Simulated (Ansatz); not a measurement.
CdCl$_{2}$, triplet, at a GFN2-xTB geometry (such geometries of metal compounds can be far from the true shape) (a higher spin typed on purpose: for a closed-shell molecule this is an excited state) (all electrons, no relativity). Base run: PBE/3-21G run with Ansatz (a quantum-chemistry and plane-wave program).

Here is a job for Ansatz.
Ansatz 0.2 input:
```yaml
crystal:
  periodic: [false, false, false]
  atoms:
    - {symbol: Cd, position_ang: [-0.74733348, 0.29851729, -0.47268926]}
    - {symbol: Cl, position_ang: [1.83477169, -0.11884315, -0.37432263]}
    - {symbol: Cl, position_ang: [0.27534637, -0.72402919, 1.70897466]}
basis:
  gaussian:
    orbitals: 3-21G.json
hamiltonian:
  xc: pbe
magnetization: {spin_polarized: true, initial_magnetization: 2}
```
The basis file holds 3-21G in the JSON format of the Basis Set Exchange.

Each row names what was changed in the base input (with any setting that the change needs).

```csv
change,basis functions,E (Eh)
base,65,-6357.77289
basis = jorge-DZP-DKH; relativity = spin-free X2C; nucleus = Gaussian,96,-6510.39853
basis = jorge-DZP-DKH; relativity = spin-free X2C,96,-6510.50926
basis = jorge-DZP-DKH; relativity = none,96,-6339.36430
basis = x2c-TZVPall; relativity = spin-free X2C; nucleus = Gaussian,137,-6516.42307
basis = ANO-RCC-VDZP; relativity = spin-free X2C; nucleus = Gaussian,79,-6516.27561
basis = ANO-RCC-VDZP; relativity = none,79,-6251.94275
basis = ANO-RCC-VDZP; relativity = spin-free X2C,79,-6516.40667
basis = x2c-TZVPall; relativity = spin-free X2C,137,-6516.53296
basis = x2c-TZVPall; relativity = none,137,-6305.26716
```

Totals shift with the method and basis; they matter in differences.

Ansatz warned in this series: the basis is contracted for relativity, which the run leaves out.

Basis sets contracted for a relativistic Hamiltonian are a mismatch without it, so the rows without relativity aren't non-relativistic limits. No row has spin-orbit coupling; sets with core potentials leave out the core electrons.
